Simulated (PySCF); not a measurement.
# SMILES CSC([SiH3])=C=C[SiH3], C$_{4}$H$_{10}$SSi$_{2}$

Molfile (atoms numbered from 1):
```
C4H10SSi2
     RDKit          3D

 17 16  0  0  0  0  0  0  0  0999 V2000
   -1.7118    1.9345    0.9600 C   0  0  0  0  0  0  0  0  0  0  0  0
   -2.3098    0.3425    0.3703 S   0  0  0  0  0  0  0  0  0  0  0  0
   -0.8250   -0.6167    0.3509 C   0  0  0  0  0  0  0  0  0  0  0  0
   -0.9862   -2.3900   -0.2616 Si  0  0  0  0  0  4  0  0  0  0  0  0
    0.3539   -0.1814    0.7330 C   0  0  0  0  0  0  0  0  0  0  0  0
    1.5495    0.2530    1.0577 C   0  0  0  0  0  0  0  0  0  0  0  0
    2.6777    1.0560   -0.2040 Si  0  0  0  0  0  4  0  0  0  0  0  0
   -1.2737    1.8443    1.9645 H   0  0  0  0  0  0  0  0  0  0  0  0
   -0.9668    2.3559    0.2695 H   0  0  0  0  0  0  0  0  0  0  0  0
   -2.5869    2.5974    1.0013 H   0  0  0  0  0  0  0  0  0  0  0  0
   -1.8736   -3.1688    0.6532 H   0  0  0  0  0  0  0  0  0  0  0  0
   -1.5902   -2.3968   -1.6274 H   0  0  0  0  0  0  0  0  0  0  0  0
    0.3750   -2.9956   -0.2940 H   0  0  0  0  0  0  0  0  0  0  0  0
    1.8923    0.1387    2.0967 H   0  0  0  0  0  0  0  0  0  0  0  0
    1.9711    1.1146   -1.5165 H   0  0  0  0  0  0  0  0  0  0  0  0
    3.9476    0.2791   -0.3499 H   0  0  0  0  0  0  0  0  0  0  0  0
    3.0394    2.4414    0.2314 H   0  0  0  0  0  0  0  0  0  0  0  0
  1  2  1  0
  2  3  1  0
  3  4  1  0
  3  5  2  0
  5  6  2  0
  6  7  1  0
  1  8  1  0
  1  9  1  0
  1 10  1  0
  4 11  1  0
  4 12  1  0
  4 13  1  0
  6 14  1  0
  7 15  1  0
  7 16  1  0
  7 17  1  0
M  END
```

The calculation used PySCF 2.14.0, TDDFT CAM-B3LYP/aug-cc-pVDZ circular dichroism and optical rotation, one conformer, gas phase. Geometry: PBE0-D3(BJ)/def2-SVP.

No stereocentre is labelled: unless the shape is locked (an allene, a helicene, a hindered biaryl), the mirror image is equally populated and a measured rotation or CD is zero.

Problem. What is the specific rotation at 633, 589.3, 546, 436, 405, 365, 355 nm?

Solution. [α] in deg dm⁻¹ (g/mL)⁻¹:
```csv
λ (nm),origin-invariant length gauge,modified velocity gauge,length gauge (centre of mass),isotropic polarisability (au)
633,-300.2,-308.1,-296.7,139.8
589.3,-355.8,-364.9,-351.5,140.7
546,-428.5,-439.5,-423.3,141.9
436,-773.9,-793.2,-764.3,147.0
405,-958.2,-981.6,-946.0,149.4
365,-1327.5,-1358.5,-1310.1,153.9
355,-1457.4,-1490.8,-1438.1,155.4
```

Problem. And for the mirror image at 589.3 nm?

Solution. +355.8 deg dm⁻¹ (g/mL)⁻¹ (origin-invariant length gauge): the same size and the opposite sign.

Problem. What is the molar rotation [Φ] = [α]·M/100 of the geometry above at 589.3 nm?

Solution. With M = 146.35 g/mol, -520.7 deg cm² dmol⁻¹ (origin-invariant length gauge).

The first excitation lies at 4.23 eV (293 nm) with R = +0.1 × 10⁻⁴⁰ esu² cm² (velocity form).
